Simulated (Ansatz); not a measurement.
Geometry optimisation, RKS B3LYP/def2-SVP (Ansatz 0.2.0).

input.yaml

```yaml
crystal:
  periodic: [false, false, false]
  atoms:
    - { symbol: C, position_ang: [-1.3266, 0.6112, -0.2192] }
    - { symbol: B, position_ang: [-0.4835, -0.4847, 0.4163] }
    - { symbol: Si, position_ang: [1.42, -0.4141, 0.2379] }
    - { symbol: I, position_ang: [2.1483, -0.4592, -2.1346] }
    - { symbol: H, position_ang: [-1.0998, 1.6312, 0.1892] }
    - { symbol: H, position_ang: [-1.2086, 0.6971, -1.329] }
    - { symbol: H, position_ang: [-2.419, 0.4507, -0.0235] }
    - { symbol: H, position_ang: [-0.9479, -1.3546, 0.9994] }
    - { symbol: H, position_ang: [1.9553, 0.8433, 0.9031] }
    - { symbol: H, position_ang: [2.0449, -1.5721, 0.9634] }
basis:
  gaussian: { orbitals: def2-SVP }
hamiltonian:
  xc: b3lyp
relax:
  f_tol: 0.015
  max_steps: 40
```

Command:

```bash
$ ansatz run input.yaml --threads 2 --pin off --max-ram 3072MiB --backend cpu --events-out ev --progress --plain --runs-dir out
```

Problem. Where does it end, and by what steps?

Solution. The forces met the threshold. After 22 steps the energy has fallen by 0.360 eV; H6 moved furthest, 1.12 Å.

| step | energy less start (eV) | largest force component (eV/Å) | accepted |
| --- | --- | --- | --- |
| 0 | 0.0000 | 2.028 | yes |
| 1 | -0.2426 | 0.863 | yes |
| 2 | -0.2875 | 0.313 | yes |
| 3 | -0.2972 | 0.086 | yes |
| 4 | -0.2984 | 0.018 | yes |
| 5 | -0.3010 | 0.064 | yes |
| 6 | -0.3021 | 0.048 | yes |
| 7 | -0.3035 | 0.138 | yes |
| 8 | -0.3052 | 0.258 | yes |
| 9 | -0.3081 | 0.300 | yes |
| 10 | -0.3141 | 0.372 | yes |
| 11 | -0.3195 | 0.424 | yes |
| 12 | -0.3277 | 0.493 | yes |
| 13 | -0.3394 | 0.400 | yes |
| 14 | -0.2786 | 0.400 | no |
| 15 | -0.3551 | 0.068 | yes |
| 16 | -0.3585 | 0.069 | yes |
| 17 | -0.3584 | 0.075 | no |
| 18 | -0.3595 | 0.026 | yes |
| 19 | -0.3600 | 0.017 | yes |
| 20 | -0.3600 | 0.061 | yes |
| 21 | -0.3602 | 0.024 | yes |
| 22 | -0.3602 | 0.010 | yes |

```xyz
10
Properties=species:S:1:pos:R:3
C -1.394 0.728 -0.148
B -0.470 -0.449 0.291
Si 1.543 -0.357 0.287
I 1.874 -1.341 -2.000
H -1.773 1.144 0.812
H -0.908 1.558 -0.684
H -2.292 0.401 -0.696
H -0.959 -1.502 0.628
H 2.178 0.993 0.269
H 2.284 -1.226 1.245
```

The run took 2.2 min on 2 threads of Arm Neoverse N1 (shared host), peak memory 0.25 GiB.
